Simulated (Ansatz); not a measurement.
System: C4H10Be, net charge 0, singlet state. SMILES: C[CH2][Be][CH2]C
Geometry from a B3LYP-D3(BJ)/def2-TZVP (Ansatz, a quantum-chemistry and plane-wave program) optimisation:
```xyz
15

Be     0.0000     0.0000     0.0000
C     -0.2735    -0.5904     1.5565
C      0.0569    -2.0805     1.7789
H     -1.3238    -0.4103     1.8228
H      0.3000     0.0165     2.2700
H     -0.1422    -2.3993     2.8058
H     -0.5320    -2.7259     1.1225
H      1.1088    -2.2946     1.5745
C      0.2735     0.5904    -1.5565
C     -0.0569     2.0805    -1.7789
H     -0.3000    -0.0165    -2.2700
H      1.3238     0.4103    -1.8228
H      0.1422     2.3993    -2.8058
H     -1.1088     2.2946    -1.5745
H      0.5320     2.7259    -1.1225
```
Charge 0, spin multiplicity 1.

Quantity: vertical triplet-singlet gap (E(triplet) - E(singlet); each state is the SCF solution reached for its spin; for the triplet the Hartree-Fock reference is unstable and T1 is 0.017), in kcal/mol. Cores are frozen in the correlated levels unless marked. UHF or UKS for open shells. Spin-orbit coupling is left out. Non-relativistic.  The program attaches cautions to a run behind CCSD/def2-TZVPPD: other roots. The program attaches cautions to a run behind CCSD(T)/def2-SVPD: other roots.

```tsv
level	program	vertical triplet-singlet gap (kcal/mol)
RI-HF/def2-TZVPPD	Ansatz	132.7
RI-HF/def2-QZVPPD	Ansatz	132.3
BHLYP/def2-TZVPD	Ansatz	136.8
wB97M-V/def2-TZVPD	Ansatz	138.8
CCSD/def2-TZVPPD	Ansatz	139.8
CCSD(T)/def2-SVPD	Ansatz	137.1
```
